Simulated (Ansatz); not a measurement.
Ideal-gas functions of `C[O][Al]([OH])[F]` at 400 K and 1 bar, from an Ansatz frequency run at PBE0-D4/def2-TZVP.

Molar mass 94.02 g/mol, point group Cs (symmetry number 1), electronic degeneracy 1, moments of inertia 78.632, 184.025, 259.495 u Å². Harmonic wavenumbers (cm⁻¹, unscaled): 75, 92, 104, 228, 279, 293, 346, 631, 641, 884, 934, 1183, 1192, 1240, 1488, 1496, 1502, 3016, 3083, 3090, 3968.

Use S(trans) = R[1.5 ln M + 2.5 ln T − 1.1517]; rotational temperatures θ = 24.2544 K / I; S(rot) = R[ln(√π/σ · √(T³/θAθBθC)) + 1.5]; for each mode x = 1.438777 ν̃/T, S = R[x/(eˣ − 1) − ln(1 − e⁻ˣ)] and H = RT x/(eˣ − 1); 1 cm⁻¹ = 0.0119627 kJ/mol; R = 8.31446 J/(mol·K).

**Question.** By hand: the entropy, in J/(mol·K).

**Answer.** Translation 171.6. Rotation: θ = 0.3085, 0.1318, 0.0935 K, giving 115.1. Vibration, mode by mode: 19.23, 17.55, 16.54, 10.19, 8.63, 8.25, 7.01, 3.08, 3.00, 1.50, 1.30, 0.63, 0.61, 0.53, 0.25, 0.25, 0.24, 0.00, 0.00, 0.00, 0.00, in all 98.8. Electronic 0.0. Sum 385.5 J/(mol·K).

**Question.** By hand: H − E and G − E in kJ/mol, counted from the electronic energy.

**Answer.** Zero-point energy ½ × 25765 × 0.0119627 = 154.1; thermal vibration 19.5; translation, rotation and pV give 4 RT = 13.3. H − E = 186.9 kJ/mol, and G − E = 186.9 − 400 × 385.5/1000 = 32.7 kJ/mol.

Vibration gives 26 % of the entropy, 53.3 J/(mol·K) of it from the modes under 150 cm⁻¹: soft modes count most, and the harmonic formula is weakest for them. The sum counts one conformer and one mirror image; others add a mixing term.
